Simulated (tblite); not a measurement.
Run record: tight-binding relaxation, `CC(CN(C=C)N[SiH3])C`.

Computed with GFN2-xTB geometry optimisation, gas phase (tblite 0.8.0). Start geometry: from a force field or distance geometry. A driver script takes a list of jobs; this job's settings line and coordinates (Å) are shown.

Command:
```bash
OMP_NUM_THREADS=1 python probes_run.py task.json out
```

Input:
```
{"job": {"kind": "relax", "xc": "GFN2-xTB", "basis": "xTB"}, "charge": 0, "multiplicity": 1}
C     -2.360600    -1.641700     1.381000
C     -1.263600    -0.889100     1.371600
N     -0.760600     0.000600     0.445700
C      0.538500     0.682200     0.605600
C      1.715900    -0.282200     0.351100
C      1.776000    -0.716800    -1.124300
C      3.032700     0.398900     0.735000
N     -1.465500     0.235800    -0.768400
Si    -2.594700     1.510800    -0.800200
H     -3.088800    -1.620700     0.574600
H     -2.590300    -2.295000     2.217500
H     -0.600400    -0.976800     2.244500
H      0.594600     1.061400     1.650400
H      0.615400     1.550300    -0.046000
H      1.602800    -1.172400     0.962400
H      0.896600    -1.299800    -1.388800
H      2.659700    -1.343400    -1.297500
H      1.843300     0.142800    -1.791300
H      3.879400    -0.276100     0.587000
H      3.027800     0.677600     1.803600
H      3.202800     1.308700     0.153200
H     -1.908600    -0.625500    -1.098800
H     -3.074400     1.660700    -2.183600
H     -3.755300     1.163800     0.070100
H     -1.933400     2.770000    -0.356200
```

Output:
```
step      E/eV     max force
  0    -776.93648    1.719
  1    -777.02282    0.992
  2    -777.05474    0.567
  3    -777.08474    0.426
  4    -777.11180    0.420
  5    -777.13219    0.340
  6    -777.14624    0.291
  7    -777.15979    0.284
  8    -777.17002    0.238
  9    -777.17776    0.205
... (89 lines left out)
 99    -777.23152    0.016
100    -777.23157    0.022
101    -777.23163    0.021
102    -777.23167    0.014
103    -777.23171    0.012
104    -777.23173    0.011
105    -777.23177    0.017
106    -777.23181    0.017
107    -777.23184    0.011
108    -777.23185    0.009
```

«max force» is the largest atomic force in eV/Å.

Problem. From which step on does the largest force stay under 0.1 eV/Å, and how much energy is left to gain from there?

Solution. From step 16 (0.091 eV/Å), 18.3 meV above the end.

In short: energy lowered by 6.8 kcal/mol over 108 steps; largest atomic force 0.009 eV/Å at the end.

Problem. Give the final coordinates.

Solution. 0.196 Å rms from the input after alignment:
```
atom  x, y, z in Å
C1    -2.2726   -1.6010    1.2583
C2    -1.2113   -0.8177    1.4362
N3    -0.7701    0.1618    0.5866
C4     0.5659    0.6942    0.7142
C5     1.6972   -0.2972    0.3834
C6     1.6304   -0.7501   -1.0723
C7     3.0458    0.3535    0.6812
N8    -1.3914    0.3444   -0.6510
Si9   -2.7003    1.4649   -0.7806
H10   -2.8913   -1.5474    0.3804
H11   -2.5632   -2.3066    2.0132
H12   -0.6124   -0.8959    2.3333
H13    0.6946    1.0463    1.7436
H14    0.6290    1.5559    0.0457
H15    1.5804   -1.1765    1.0272
H16    0.7374   -1.3435   -1.2514
H17    2.4952   -1.3632   -1.3171
H18    1.6154    0.1093   -1.7393
H19    3.8564   -0.3429    0.4797
H20    3.1074    0.6571    1.7242
H21    3.1872    1.2334    0.0573
H22   -1.3814   -0.4922   -1.2252
H23   -3.0088    1.4381   -2.2094
H24   -3.8973    1.1553    0.0089
H25   -2.1531    2.7441   -0.3288
```
Labels such as C1 count atoms from 1, the log's own numbers from 0.
